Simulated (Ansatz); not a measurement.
Basis-set extrapolation for CH4B2F2O2, SMILES `OBCOB(F)F` (PBE0-D4/def2-TZVP geometry, frozen core, the Gaussian-basis code of Ansatz). Multiplicity 1, RHF reference.

```csv
,def2-TZVPP,def2-QZVPP
HF,-438.596302,-438.616542
MP2 correlation,-1.322146,-1.432982
CCSD(T) correlation,-1.392200,not run
```

Energies in hartree. Use E(X) = E(∞) + A·exp(−7.88·√X) for Hartree–Fock and E(X) = E(∞) + B·X^(−2.97) for correlation, with X = 3 and 4, and add CCSD(T) minus MP2 of the smaller set to the MP2 limit.

What is the CCSD(T) energy at the basis-set limit?

HF limit: -438.616542 + (-0.020240) × 0.13774 = -438.61933. MP2 limit: -1.432982 + (-0.110836) × 0.74074 = -1.51508. Higher-order term: -1.392200 − (-1.322146) = -0.07005. Total: -440.20446 hartree, 135.5 kcal/mol below CCSD(T)/def2-TZVPP.
